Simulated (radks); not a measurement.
Values are calculated unless marked as measured or tabulated.
Ta LII, configuration [Ar] 3d4 (the NIST ground configuration). Code: a radial shooting solver on a logarithmic mesh with Libxc functionals. Model: Dirac Kohn-Sham, BLYP, spin-unpolarised, spherical densities, finite nucleus; open shells fill j = l - 1/2 first; Fermi nuclear charge, rms radius 5.3507 fm.

Spin-orbit splittings of the eigenvalues, e(l+1/2) - e(l-1/2), with zeta = 2 splitting/(2l+1) and mean radii in bohr:

| shell | occ. | splitting (eV) | zeta (eV) | <r> j=l-1/2 | <r> j=l+1/2 |
|---|---|---|---|---|---|
| 2p | 6 | 1284 | 856.2 | 0.06449 | 0.07218 |
| 3p | 6 | 313.0 | 208.7 | 0.1835 | 0.1958 |
| 3d | 4 | 71.67 | 28.67 | 0.1691 | 0.1729 |
